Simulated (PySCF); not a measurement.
Shieldings and the share of exact exchange

Molecule: SMILES N[SiH2][SiH](F)F, F2H5NSi2.

Geometry:
| atom | x (Å) | y (Å) | z (Å) |
| --- | --- | --- | --- |
| N1 | 1.498 | -0.994 | 0.160 |
| Si2 | 0.722 | 0.544 | -0.047 |
| Si3 | -1.585 | 0.141 | -0.034 |
| F4 | -2.373 | 1.466 | -0.539 |
| F5 | -2.084 | -0.134 | 1.484 |
| H6 | 1.338 | -1.734 | -0.514 |
| H7 | 2.456 | -1.023 | 0.494 |
| H8 | 1.061 | 1.315 | -1.291 |
| H9 | 1.074 | 1.400 | 1.124 |
| H10 | -2.057 | -1.003 | -0.864 |

GIAO shieldings (ppm, equivalent atoms averaged) in PySCF 2.14 on the PBE0-D3(BJ)/def2-SVP geometry, basis pcSseg-2, gas phase, non-relativistic:

```csv
functional,exact exchange (%),σ(Si3),σ(Si2),σ(F4/F5)
BLYP,0,315.6,372.0,310.9
BP86,0,321.6,382.4,310.9
PBE,0,321.7,383.9,309.5
B3LYP,20,330.4,384.8,324.5
mPW1PW91,25,340.8,397.8,328.0
BHandHLYP,50,353.7,403.5,341.1
HF,100,397.9,438.2,363.6
```

(1) Fit each shielding as a line in the percentage of exact exchange.

(2) What does the line predict for PBE0 (25 %), and what does the run give?

## Answers

(1) σ(Si3) = 318.7 + 0.77 x (rms 3.1 ppm); σ(Si2) = 378.6 + 0.58 x (rms 4.7 ppm); σ(F4/F5) = 311.9 + 0.54 x (rms 2.0 ppm). The functionals also differ in their semilocal parts, which the line can't hold; Hartree–Fock has no correlation at all.

(2) σ(Si3): 337.9 predicted, 341.0 computed; σ(Si2): 393.1 predicted, 399.3 computed; σ(F4/F5): 325.4 predicted, 327.0 computed ppm.
